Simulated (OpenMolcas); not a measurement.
Cr4+ in a point-charge field

Cr4+ among 6 point charges of -1.2 e arranged as a trigonal prism (D3h), 2.08 Å from the ion, with a polar angle of 46.6° against the regular 49.1°.
```
   1.5124    0.0000    1.4280  -1.20
  -0.7562    1.3098    1.4280  -1.20
  -0.7562   -1.3098    1.4280  -1.20
   1.5124    0.0000   -1.4280  -1.20
  -0.7562    1.3098   -1.4280  -1.20
  -0.7562   -1.3098   -1.4280  -1.20
```

* Program: OpenMolcas
* Method: SS-CASPT2, IPEA 0.25 Eh, imaginary shift 0.1 Eh (closed shells correlated: 3s 3p)
* Basis: ANO-RCC-VTZP [6s5p3d2f1g]
* Scalar Hamiltonian: DKH2, point nucleus
* Active space: 2 electrons in 5 orbitals (3d)
* State averaging: 2S+1 = 3 even, 10 roots; 2S+1 = 1 even, 15 roots
* Spin-orbit coupling: RASSI with atomic mean-field integrals over the reference wave functions

The lowest spin-free states (labels of D3, the rotations of D3h), above the lowest:

| State | Degeneracy | E (cm-1) | Free-ion L (%) |
| --- | --- | --- | --- |
| 3A2 | 1 | 0 | F (100) |
| 3A1 | 1 | 0 | F (100) |
| 3E | 2 | 660 | F (100) |
| 3E | 2 | 1030 | F (99) |
| 3A2 | 1 | 1520 | F (97) |
| 1A1 | 1 | 12170 | D (99) |
| 1E | 2 | 13220 | D (99) |
| 1E | 2 | 13810 | D (97) |
| 3A2 | 1 | 14580 | P (97) |
| 3E | 2 | 18170 | P (99) |
| 1E | 2 | 19530 | G (100) |
| 1A1 | 1 | 21940 | G (100) |
| 1A2 | 1 | 21940 | G (100) |
| 1E | 2 | 24340 | G (97) |
| 1E | 2 | 25460 | G (99) |
| 1A1 | 1 | 25500 | G (100) |
| 1A1 | 1 | 52820 | S (99) |

The lowest levels with spin-orbit coupling:

```csv
E (cm-1),Degeneracy,Label,2S+1,g
0,2,E,3,0.00 0.00 2.13
500,1,A1,3,
500,1,A2,3,
720,2,E,3,0.00 0.00 0.45
1050,2,E,3,0.00 0.00 10.00
1100,1,A1,3,
1110,2,E,3,0.00 0.00 4.33
1450,1,A2,3,
1530,2,E,3,0.00 0.00 2.16
1630,2,,3,0.00 0.00 7.87
1960,2,E,3,0.00 0.00 5.55
2330,2,E,3,0.00 0.00 3.39
2410,1,A1,3,
12710,1,A1,1,
13710,2,E,1,0.00 0.00 2.11
14350,2,E,1,0.00 0.00 4.02
15170,1,A1,3,
15220,2,E,3,0.00 0.00 3.89
18580,1,A2,3,
18600,1,A1,3,
```

Powder χT (cm3 K/mol): 0.144 at 2 K, 0.154 at 10 K, 0.204 at 50 K, 0.267 at 100 K, 0.418 at 200 K, 0.601 at 300 K. The effective moment at 300 K is 2.828 √(χT) = 2.19 μB.

The lowest level has 2S+1 = 3, for which the spin-only value is χT = S(S+1) / 2 = 1.000 cm3 K/mol (g = 2). The computed 0.601 at 300 K differs by -0.399, through orbital momentum, spin-orbit coupling and any other state in reach.

Roots that are degenerate in the reference are averaged as groups; the widest CASPT2 spread within a group is 25 cm-1 (the 2-fold group of multiplicity 1 near 24300 cm-1 above the lowest state of its run). Shifts and gaps below about the spread of the groups concerned are not significant. Spin-orbit coupling mixes the spin-free states strongly: the lowest level takes only 47 % from its leading state, 3A2. The ground term spreads over less than 5000 cm-1, several times less than with real ligands, so orbital moments are less quenched and χT lies further from the spin-only value than at real sites. Free-ion shares, where given, are those of the reference states; single-state CASPT2 does not remix them. This is an electrostatic model: the charges have no orbitals. No measured value stands beside these numbers.

With an even number of electrons the g values are those of a degenerate or nearly degenerate non-Kramers pair.
